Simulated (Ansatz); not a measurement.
A structure relaxed at PBE-D4/def2-SVP in Ansatz, charge 0, singlet:

```xyz
12

P     1.161   -0.415   -2.148
P     2.545    2.205    1.074
P    -2.778    0.688   -0.489
P     0.280   -1.566    1.866
Ga   -0.894    0.555   -1.633
Ga    1.726    1.540   -0.935
Ga    0.661   -1.933   -0.425
Ga    1.492    0.344    1.600
Ga   -1.700   -0.291    1.254
I     0.322    3.194   -2.451
I     0.095   -4.257   -1.192
I    -2.909   -0.063    3.479
```

Question: Give its formula.

Answer: Ga₅P₄I₃.

Question: Summarise the bond lengths by kind (pairs closer than 1.2 times the sum of covalent radii, bridged metal pairs left out).

Answer: 10 × Ga–P 2.20 to 2.43 Å; 4 × Ga–I 2.51 to 3.02 Å.

In the def2 sets I takes a core potential; there is no spin–orbit coupling.
